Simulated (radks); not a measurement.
The numbers below are computed, except where a source is named.
Spherical jellium clusters: N electrons in a uniform positive sphere of charge N and radius rs N^(1/3), rs = 3.38 bohr. Level of theory: non-relativistic Kohn-Sham, PBE, spin-polarised, spherical densities (a radial shooting solver with Libxc functionals). Levels are named by radial order and angular momentum (1s, 1p, 1d, 2s, ...), and open shells are averaged over m.

N = 6, configuration 1s2 1p(up 3, down 1). This is the lowest configuration that the search found. Occupied and some empty levels:

level,occupation,eigenvalue (eV),<r> (bohr)
1s up,1,-5.4255,4.305
1s down,1,-4.9790,4.134
1p up,3,-3.5267,5.354
1p down,1,-2.9362,5.388
1d up,0,-1.3900,6.654
2s up,0,-1.0819,7.735
2s down,0,-0.85722,8.013
1d down,0,-0.85355,7.045

Energy (eV): total -9.50764, kinetic 13.853, external -183.41, Hartree 88.395, exchange-correlation -24.047, background 95.698.

Electron density:

r (bohr),n(r) (e/bohr^3)
0.212,0.005617
1.01,0.005990
1.81,0.006632
2.61,0.007104
3.41,0.006949
4.21,0.005959
5.01,0.004358
5.81,0.002675
6.61,0.001393
7.40,0.0006494
8.20,0.0002864
9.00,0.0001232
9.80,0.00005228
10.6,0.00002195
